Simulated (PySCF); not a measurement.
Compound: C4H9NOSi.
Structure used (GFN2-xTB), in Å, numbered top down from 1:
```
atom  x, y, z in Å
C1    -0.819   -2.446    1.576
C2    -0.796   -1.451    0.901
Si3   -0.694    0.088   -0.153
C4    -0.459    1.556    1.029
O5    -2.029    0.202   -1.091
N6     0.543    0.081   -1.343
C7     1.949   -0.058   -1.059
H8    -0.853   -3.316    2.169
H9     0.469    1.476    1.585
H10   -0.437    2.495    0.485
H11   -1.265    1.610    1.756
H12   -2.880    0.321   -0.683
H13    0.294   -0.297   -2.244
H14    2.267   -1.105   -1.007
H15    2.539    0.443   -1.830
H16    2.165    0.409   -0.101
```

Method: PBE0/def2-SVPD in PySCF (dipole) on a GFN2-xTB geometry, gas phase.

Masses are those of the commonest isotopes; rigid-rotor values at the optimised geometry. The values belong to one conformer with, in the numbering `[CH:1]#[C:2][Si@:3]([CH3:4])([OH:5])[NH:6][CH3:7]`, C2–Si3–O5–H 64°, C2–Si3–N6–C7 -59°.

(1) Give the principal moments of inertia and the rotational constants in MHz.

(2) Classify the top.

(3) Is it planar, by Δ = Ic − Ia − Ib?

(4) Give the other two planar moments, Paa and Pbb, and the rms extents of the mass along the axes.

(5) Where do the levels up to J = 4 lie, in cm⁻¹?

(6) Which lines would a microwave search look for?

Results:

(1) Ia = 223.14, Ib = 293.68, Ic = 355.57 u·Å²; 505379 MHz·u·Å²/I gives A = 2265, B = 1721, C = 1421 MHz.

(2) An asymmetric top: κ = (2 × 1721 − 2265 − 1421)/(2265 − 1421) = -0.29.

(3) Not planar: Δ = Ic − Ia − Ib = -161.26 u·Å². For a rigid frame Δ = −2 Σ m c², so Σ m c² = 80.63 u·Å² lies off the ab plane: 18.80 from hydrogen and 61.83 from heavier atoms. The atom farthest from that plane is 2.46 Å away.

(4) Paa = Σ m a² = (Ib + Ic − Ia)/2 = 213.05 and Pbb = Σ m b² = (Ia + Ic − Ib)/2 = 142.51 u·Å². With the mass M = 115.05 u, the rms extents √(P/M) along a, b and c are 1.36, 1.11, 0.84 Å.

(5) Above 0(0,0):
J = 1: 1(0,1) 0.1048, 1(1,1) 0.1230, 1(1,0) 0.1329
J = 2: 2(0,2) 0.3113, 2(1,2) 0.3226, 2(1,1) 0.3526, 2(2,1) 0.4070, 2(2,0) 0.4101
J = 3: 3(0,3) 0.6148, 3(1,3) 0.6203, 3(1,2) 0.6796, 3(2,2) 0.7214, 3(2,1) 0.7355, 3(3,1) 0.8389, 3(3,0) 0.8395
J = 4: 4(0,4) 1.0126, 4(1,4) 1.0148, 4(1,3) 1.1104, 4(2,3) 1.1382, 4(2,2) 1.1736, 4(3,2) 1.2629, 4(3,1) 1.2672, 4(4,1) 1.4209, 4(4,0) 1.4210

(6) The dipole components are |μa| = 0.55 D, |μb| = 0.21 D, |μc| = 0.56 D. The squared components, which scale the intensities, stand as 0.96 : 0.14 : 1.00 (a : b : c). Some lines, for components of 0.1 D or more:

```
type  branch         J(Ka,Kc)   MHz  lower level (cm⁻¹)
   c       Q  2(1,2) ← 2(0,2)   338               0.311
   b       Q  1(1,0) ← 1(0,1)   843               0.105
   b       Q  2(1,1) ← 2(0,2)  1237               0.311
   c       Q  2(2,1) ← 2(1,1)  1632               0.353
   b       Q  2(2,0) ← 2(1,1)  1726               0.353
   a       R  1(0,1) ← 0(0,0)  3142               0.000
   c       R  1(1,0) ← 0(0,0)  3986               0.000
   b       R  2(0,2) ← 1(1,1)  5647               0.123
   a       R  2(1,2) ← 1(1,1)  5985               0.123
   a       R  2(0,2) ← 1(0,1)  6191               0.105
   b       R  2(1,2) ← 1(0,1)  6529               0.105
   a       R  2(1,1) ← 1(1,0)  6584               0.133
   c       R  2(1,1) ← 1(0,1)  7427               0.105
   c       R  2(2,0) ← 1(1,0)  8310               0.133
   c       R  2(2,1) ← 1(1,1)  8515               0.123
   b       R  2(2,0) ← 1(1,1)  8609               0.123
```

Whether it is a minimum is left open (no frequencies). No vibrational averaging or centrifugal distortion is included, and the geometry carries the error of its method. A rigid rotor knows nothing of inversion at nitrogen or internal rotation, which can split or shift real lines. Quadrupole hyperfine structure (14N) is left out.

Time: 31 s wall. Hardware: x86-64 server, one thread (shared host). This is the PBE0/def2-SVPD job that gave the dipole, with the excitations it also computed.
